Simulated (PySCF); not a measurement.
## Pr (praseodymium, neutral) across methods

[Xe] 4f3 5d2, one real determinant (an excited configuration). Computed with PySCF 2.14 in x2c-TZVPPall with one added diffuse shell each of s, p, d, f type (12s8p8d5f2g, 129 functions), with scalar relativity by spin-free X2C-1e.

```tsv
method	E (hartree)	mean ε 5p β (eV)	mean ε 4f α (eV)	mean ε 5d α (eV)	Σ⟨r²⟩ (bohr²)	⟨S²⟩
PBE0	-9236.11	-19.810	-2.185	-2.055	82.05	8.752
PBE	-9236.11	-18.259	-0.148	-1.435	84.11	8.751
LDA	-9228.94	-18.477	-0.155	-1.419	83.18	8.750
```

**Question.** Estimate the same row for UHF.

**Answer.** E (hartree) = -9232.92674; mean ε 5p β (eV) = -23.033; mean ε 4f α (eV) = -7.675; mean ε 5d α (eV) = -3.269; Σ⟨r²⟩ (bohr²) = 82.16; ⟨S²⟩ = 8.755.

⟨L²⟩ = 46.01 against 90 for a pure M term, so this real determinant mixes terms. Spin-orbit coupling, absent here, splits the open shell strongly.
